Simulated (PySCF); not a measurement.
# Diatomics of I with group 15

HF with triple-zeta basis sets in PySCF, for the lowest determinant that a PBE0 search found; no spin–orbit coupling. De refers to high-spin ground-configuration atoms. A positive dipole means M(−)I(+).

| M | basis | reference | state (unpaired electrons) | Re (Å) | ωe (cm⁻¹) | De (eV) | μ (D) |
| --- | --- | --- | --- | --- | --- | --- | --- |
| P | def2-TZVPP | UHF | triplet (π ↑↑) | 2.411 | 367 | 1.04 | -0.66 |
| As | x2c-TZVPPall | UHF | triplet (π ↑↑) | 2.531 | 250 | 0.95 | -1.33 |
| Sb | def2-TZVPP | UHF | triplet (π ↑↑) | 2.722 | 203 | 1.06 | -2.14 |

The shortest bond is that of PI (2.411 Å), the longest that of SbI (2.722 Å).

The rows differ in basis set, which adds steps of its own.

Down a group the atoms grow and get heavier, so bonds lengthen and wavenumbers fall; this series shows no clear exception.

These are scalar-relativistic numbers at best; spin–orbit coupling would shift them, the dissociation energy most. Hartree–Fock leaves out correlation, which carries a large part of most bond energies and some tenths to 1 eV of ionisation energies. States were picked by a PBE0 search and need not be the measured ground states.
